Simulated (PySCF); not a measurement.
## AsH from Hartree–Fock to correlated methods

State: ³Σ⁻ (triplet), unpaired electrons π ↑↑. Set-up: As 6-31G(d,p), H 6-31G(d,p); no relativity (PySCF 2.14). De refers to As + H in their high-spin ground configurations, without counterpoise correction. The functionals are run spin-unrestricted. A positive dipole means As(−)H(+).

```csv
Level,Re (Å),ωe (cm⁻¹),De (eV),μ (D)
UHF,1.516,2310,1.87,0.49
UHF-MP2,1.516,2262,2.38,n/a
UHF-SCS-MP2,1.519,2245,2.46,n/a
UHF-CCSD,1.527,2180,2.50,n/a
UHF-CCSD(T),1.529,2165,2.52,n/a
LDA,1.546,2108,3.40,0.48
PBE,1.550,2092,2.94,0.39
r²SCAN,1.532,2171,2.95,0.47
B3LYP,1.540,2141,3.03,0.38
PBE0,1.533,2185,2.88,0.44
MN15,1.522,2217,2.87,0.41
LC-ωPBE,1.520,2276,2.85,0.51
```

Task: Which functional lies closest to UHF-CCSD(T) in De, which farthest, and by how much do they differ from it?

Result: Closest is LC-ωPBE (-0.9 pm in Re, +5.1 % in ωe, +0.33 eV in De against UHF-CCSD(T) in the same basis), farthest LDA (+1.7 pm in Re, -2.6 % in ωe, +0.88 eV in De). CCSD(T) converges more slowly with the basis than the functionals do and binds too weakly in this one, so the order can change at the basis-set limit.

Task: What does a quarter of exact exchange do here, going from PBE to PBE0?

Result: PBE0 less PBE: -1.7 pm in Re, +4.4 % in ωe, -0.06 eV in De. Exact exchange removes part of the self-interaction that spreads semilocal densities, and in most molecules shortens and stiffens the bond and lowers De; so it does here.

Task: What does the step from GGA to meta-GGA do here, going from PBE to r²SCAN?

Result: r²SCAN less PBE: -1.8 pm in Re, +3.8 % in ωe, +0.01 eV in De. 

Correlated steps freeze 9 core orbitals. Correlated levels converge slowly with the basis: in double zeta they bind strong bonds too weakly, by up to about 1 eV, and carry superposition errors of some tenths. Spin–orbit coupling is left out. The state was picked by a PBE0 search and need not be the measured ground state.

The whole job (state search and all levels along the bond) took about 1.4 min on 1 thread of Intel Xeon Platinum 8259CL @ 2.50GHz (shared host), peak memory 0.43 GiB.
